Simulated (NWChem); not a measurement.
# AlH₂O₂ cation; SMILES [OH][Al+][OH]

```xyz
5

Al    -0.0065     0.1151     0.0138
O      1.1661     0.3100    -1.0547
H      1.8675     0.4267    -1.6942
O     -1.1790    -0.0790     1.0826
H     -1.8806    -0.1959     1.7220
```
Atoms are numbered in this order, from 1.

Level: PBE0/def2-SVP (NWChem), optimised geometry, unscaled harmonic frequencies. 

```csv
frequency (cm⁻¹),IR intensity (km/mol)
222,96.2
280,0.0
316,115.6
332,259.8
379,175.6
878,0.0
1297,182.5
4018,1144.3
4028,0.9
```

| Item | Result |
|---|---|
| zero-point energy | 16.8 kcal/mol |
| thermal correction to the enthalpy at 298.15 K (with zero-point energy) | 20.5 kcal/mol |
| heat capacity Cv | 14.9 cal/(mol K) |
| entropy at 298.15 K and 1 atm (symmetry number 2) | 52.4 cal/(mol K) |

Rigid rotor and harmonic oscillator.
